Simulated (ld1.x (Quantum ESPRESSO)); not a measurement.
thulium (Tm): excitation energies, all-electron against RRKJ

ld1.x (Quantum ESPRESSO) 7.5 input, shortened:

```
&input
   title='Tm', zed=69., rel=0, dft='PZ', iswitch=3,
   config='[Xe] 4f12 5d0 6s0 6p0'
 /
 &inputp
   pseudotype=2, tm=.false., lloc=-2, rcloc=2.30,
   nlcc=.false.
 /
3
5S  1  0   2.00   0.00  2.66  2.66  0.0
5P  2  1   6.00   0.00  2.45  2.45  0.0
5D  3  2   0.00   0.00  2.85  2.85  0.0
 &test
   configts(1)='5s2 5p6 5d0 6s0 6p0'
 /
```

Energies are relative to the spin-unpolarised reference configuration 5s2 5p6 5d0 6s0 6p0; without spin polarisation the order of configurations can differ from experiment.

```json
{"valence configuration": "5s2 5p6 5d1 6s2 6p0", "charge": "0", "ΔE all-electron (eV)": "-39.641", "error AE − PS (meV)": "+1085"}
{"valence configuration": "5s2 5p6 5d1 6s1 6p0", "charge": "+1", "ΔE all-electron (eV)": "-32.949", "error AE − PS (meV)": "+725"}
{"valence configuration": "5s2 5p6 5d1 6s0 6p2", "charge": "0", "ΔE all-electron (eV)": "-34.138", "error AE − PS (meV)": "+47"}
{"valence configuration": "5s2 5p6 5d2 6s1 6p0", "charge": "0", "ΔE all-electron (eV)": "-38.225", "error AE − PS (meV)": "+524"}
{"valence configuration": "5s2 5p6 5d1 6s1.5 6p0", "charge": "+0.5", "ΔE all-electron (eV)": "-36.949", "error AE − PS (meV)": "+937"}
```

Q: What are ΔE and the potential's error for 5s1 5p6 5d1 6s2 6p0?

A: ΔE = 15.081 eV all-electron; the error (AE − PS) is +1777 meV.

Q: What are ΔE and the potential's error for 5s2 5p6 5d1 6s0 6p0?

A: ΔE = -20.812 eV all-electron; the error (AE − PS) is +30 meV.

Levels in the configuration 5s2 5p6 5d1 6s1 6p0:

```
level  all-electron (eV)  pseudo (eV)
   5s            -55.308      -54.665
   5p            -35.643      -35.130
   5d             -9.030       -8.776
   6s             -9.355       -9.853
```
